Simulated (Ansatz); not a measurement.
`[NH2][GaH][AlH2]` + `NCS` → `NC[S][AlH2]` + `[NH2][GaH2]`  (cleavage of the Al–Ga bond)

Gas-phase electronic energies from Ansatz, PBE0-D4/def2-TZVP geometries. CCSD(T)/CBS adds triple-zeta CCSD(T) − MP2 to the extrapolated MP2 energy (def2 sets, frozen cores). Functionals use def2-TZVPP. HSE06 is defined as in plane-wave codes. For Ga outer-core shells are correlated without core-valence functions, which leaves a few kJ/mol of doubt a bond. Scalar relativity is left out up to krypton. Each species was taken in one conformer, which may not be the lowest.

| level | ΔE (kJ/mol) | difference from CCSD(T)/CBS |
| --- | --- | --- |
| revPBE-D4 | -92.2 | 4.0 |
| PBE0-D4 | -92.6 | 3.6 |
| r2SCAN0-D4 | -100.0 | -3.8 |
| HSE06-D4 | -92.6 | 3.6 |
| BHLYP-D4 | -97.4 | -1.2 |
| PBE | -88.1 | 8.1 |
| r2SCAN | -99.7 | -3.5 |
| HSE06 | -90.7 | 5.5 |
| BHLYP | -95.1 | 1.1 |
| LC-ωPBE | -95.0 | 1.2 |
| MP2/def2-SVP | -107.2 | -11.0 |
| CCSD(T)/def2-SVP | -97.6 | -1.4 |
| HF/def2-TZVPP | -96.1 | 0.1 |
| HF/def2-QZVPP | -96.4 | -0.2 |
| MP2/def2-QZVPP | -105.9 | -9.7 |
| HF/CBS(def2) | -96.5 | -0.3 |
| CCSD(T)/CBS | -96.2 | 0 |

What do rigid-rotor, harmonic-oscillator terms from PBE0-D4/def2-TZVP frequencies (298.15 K, 1 bar) make of the CCSD(T)/CBS value? (An estimate is asked.)

Computed: ΔZPE = -0.5 kJ/mol, ΔH = -98.4 kJ/mol, ΔS = -23 J/(mol·K), ΔG = -91.6 kJ/mol. Modes under 50 cm⁻¹ make the entropy rough.

Largest T1 diagnostic among the species: 0.015.

The D4 term adds −3.9 kJ/mol with B3LYP and −2.0 kJ/mol with PBE0; it sums over pairs of atoms, weighted by their polarisabilities, and B3LYP, whose exchange is more repulsive, gets the larger term. Leaving LDA and LC-ωPBE aside and taking each functional with its dispersion term where it has one, the values, not all of them listed here, spread over 15.1 kJ/mol, from B97M-V to PBE-D4. LDA lies −7.8 kJ/mol from PBE without D4. From BLYP to BHLYP (50 % exact exchange), in def2-TZVPP and without D4, ΔE moves by −6.4 kJ/mol.

B3LYP here is the variant with VWN-RPA as its local correlation; programs differ in this.
